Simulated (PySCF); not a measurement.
A side-by-side comparison of computed properties.

First species: C4H11NO2Si2.
Structure used (GFN2-xTB), in Å, numbered top down from 1:
```xyz
20
C4H11NO2Si2 angstrom
C     -4.1457   -0.8644   -0.8112
C     -3.6961    0.2857   -0.3442
O     -2.4141    0.6051   -0.1166
Si    -1.0417   -0.2604   -0.3558
C      0.2515    0.9827    0.2661
C      1.5218    0.2427    0.0740
O      1.5162   -0.8893   -0.4014
N      2.7090    0.7622    0.4045
Si     4.0170   -0.3670    0.0581
H     -3.4745   -1.6670   -1.0544
H     -5.1964   -1.0258   -0.9600
H     -4.3653    1.1018   -0.0937
H     -0.8780   -0.5443   -1.7789
H     -1.0618   -1.4681    0.4649
H      0.1315    1.2537    1.3148
H      0.2735    1.9135   -0.3000
H      2.7666    1.6851    0.8011
H      3.8459   -1.5519    0.8851
H      4.0629   -0.6067   -1.3762
H      5.1727    0.4230    0.5015
```

Second species: C5H14OSi2.
InChI=1S/C5H14OSi2/c1-2-5-3-6-8(7)4-5/h5,8H,2-4H2,1,7H3/t5-,8-/m1/s1

Levels: PBE0/pcSseg-1 for HOMO energy, LUMO energy and HOMO–LUMO gap. Geometries: GFN2-xTB. Each species is one conformer at its optimised geometry, gas phase, non-relativistic unless stated; the electronic structure was computed with PySCF and density fitting.

Values for the first species:

| Property | Result |
| --- | --- |
| HOMO energy | -6.85 eV |
| LUMO energy | 0.08 eV |
| HOMO–LUMO gap | 6.93 eV |

Q: Estimate the same properties for the second species, and the change in each.

A: 
```csv
property,first,second,second less first
HOMO energy,-6.85 eV,-7.56 eV,-0.71 eV
LUMO energy,0.08 eV,-0.10 eV,-0.18 eV
HOMO–LUMO gap,6.93 eV,7.46 eV,+0.53 eV
```

On the second:  GFN2-xTB frequencies show an imaginary mode (35i cm⁻¹), so this geometry is no minimum at that level.
